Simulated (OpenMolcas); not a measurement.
Ir2+ (d7) among equal point charges was computed by CASSCF with the d shell active (OpenMolcas, ANO-RCC-VTZP on the metal). Its lowest spin-free states, and all those of the highest spin:

```csv
2S+1,Degeneracy,E (cm-1)
4,3,0.0
4,3,7650
2,2,8344
2,3,14406
2,3,15281
4,1,16594
4,3,18817
2,3,19111
2,1,20399
2,3,23078
2,3,23674
2,2,25131
```

Question: Is the site octahedral, tetrahedral or cube-like, axial, or of lower symmetry?

Answer: The states with 2S+1 = 4 have orbital degeneracies 3, 3, 1, 3. Threefold states need a cubic site. For d7 at this spin an octahedron puts the threefold T1 below the threefold T2 and a tetrahedron or cube puts the single A2 below the threefold T2, so the site is octahedral. The run had Ir2+ among 6 point charges of -1.7 e arranged as an octahedron (Oh), 2.19 Å from the ion.

An orbital triplet at a regular site is open to Jahn-Teller coupling, which can distort the site and quench the lowest spin-orbit gaps and is left out. Without dynamic correlation the repulsion within the d shell is too large (B by tens of per cent), so at a given field states of lower spin stand too high. This shell can be high or low spin here, a state of another spin lies low, and with metal d orbitals alone active their balance is uncertain, so the ground spin may be wrong. Point charges give a weaker field than real ligands, and real ions of this kind are as a rule low spin; the high spin found here belongs to the model. This is an electrostatic model: the charges have no orbitals. No measured value stands beside these numbers.
